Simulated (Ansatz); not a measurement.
Conformers of H4InOSSi (`[SiH3][O][In][SH]`) radical, each relaxed with PBE0-D4/def2-TZVP in Ansatz. CBS adds the triple-zeta coupled-cluster correction to the MP2 limit.

Elements past krypton have def2 core potentials. Outer-core shells of In are correlated without core-valence functions. Spin–orbit coupling is left out.

Not all of them had a frequency check.

Conformer A:

Z-matrix (Å, degrees):
```
Si
O 1 1.628
H 1 1.493 2 111.8
H 1 1.488 2 109.3 3 119.9
H 1 1.492 2 111.7 3 -120.2
In 2 2.002 1 140.2 3 50.2
S 6 2.428 2 110.8 1 179.6
H 7 1.347 6 89.2 2 0.1
```

Conformer B:

Cartesian coordinates in Å:
```
Si 0.094 -1.089 -0.310
O 1.152 -0.721 0.820
In 1.347 1.010 2.025
S -1.149 1.848 0.287
H 0.636 -1.170 -1.696
H -0.936 0.167 -0.359
H -0.773 -2.267 -0.024
H -0.370 2.221 -0.743
```

Conformer C:

```xyz
8

Si    0.821   -1.414    0.056
O    -0.005   -0.014   -0.034
In   -0.589    1.505    1.130
S    -1.832    3.151   -0.152
H     2.121   -1.308   -0.664
H     1.116   -1.792    1.472
H     0.032   -2.517   -0.557
H    -1.665    2.390   -1.251
```

Which is lowest in electronic energy at CCSD(T)/CBS (frozen core, def2 sets), and by how much? (Best estimate.)

The calculation gave: C; A lies 0.5 kJ/mol higher, B lies 81.3 kJ/mol higher. Gaps under about 2 kJ/mol don't settle the order.

Give the energies relative to C (kJ/mol) with PBE0-D4/def2-TZVPP, B3LYP-D4/def2-TZVPP, ωB97X-V/def2-TZVPP, r2SCAN/def2-TZVPP, HF/def2-TZVPP, SCS-MP2/def2-TZVPP, MP2/CBS(def2). (An estimate is asked.)

Computed: 
```csv
level,A,B
PBE0-D4/def2-TZVPP,0.0,69.2
B3LYP-D4/def2-TZVPP,-0.1,54.4
ωB97X-V/def2-TZVPP,0.1,86.4
r2SCAN/def2-TZVPP,0.0,72.5
HF/def2-TZVPP,0.2,122.8
SCS-MP2/def2-TZVPP,0.2,89.0
MP2/CBS(def2),0.6,84.0
```

B3LYP here is the variant with VWN-RPA as its local correlation; programs differ in this.
